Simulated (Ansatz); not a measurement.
Basis sets compared for the cluster Si5Te3. Charge 0, multiplicity 1. Geometry PBE-D4/def2-SVP. Ansatz on 4 threads of Arm Neoverse V1 on a shared host; times are rough, and most runs start from earlier orbitals.

Cartesian coordinates in Å:
```
Si 0.727 -1.609 1.380
Si 0.532 -1.672 -1.243
Si -0.947 2.151 0.347
Si 1.015 1.926 -0.949
Si -1.597 -1.430 0.163
Te -1.119 0.543 -1.788
Te -0.988 0.237 2.154
Te 2.377 -0.146 -0.065
```

In the def2 sets Te takes a core potential; there is no spin–orbit coupling. The structure comes from a short search, and lower isomers may exist.

Binding counts from free atoms (Si triplet, Te triplet) in the same basis, without a counterpoise term.

| level | functions | energy (Eh) | HOMO (eV) | LUMO (eV) | binding per atom (eV) | wall time |
| --- | --- | --- | --- | --- | --- | --- |
| PBE-D4/def2-SVP | 168 | -2250.4875 | -5.14 | -3.50 | 3.32 | 3.6 s |
| PBE-D4/def2-TZVP (with forces) | 335 | -2251.0244 | -5.02 | -3.42 | 3.37 | 11 s |
| PBE0-D4/def2-SVP | 168 | -2250.6410 | -5.95 | -3.01 | 3.14 | 7 s |
| PBE0-D4/def2-TZVP | 335 | -2251.1745 | -5.80 | -2.87 | 3.21 | 27 s |

(1) Estimate the rows for PBE-D4/def2-TZVPD, PBE0-D4/def2-TZVPD.

Results:

(1) 
```json
{"level": "PBE-D4/def2-TZVPD", "functions": "392", "energy (Eh)": "-2251.0258", "HOMO (eV)": "-5.04", "LUMO (eV)": "-3.44", "binding per atom (eV)": "3.37", "wall time": "16 s"}
{"level": "PBE0-D4/def2-TZVPD", "functions": "392", "energy (Eh)": "-2251.1759", "HOMO (eV)": "-5.80", "LUMO (eV)": "-2.88", "binding per atom (eV)": "3.21", "wall time": "35 s"}
```
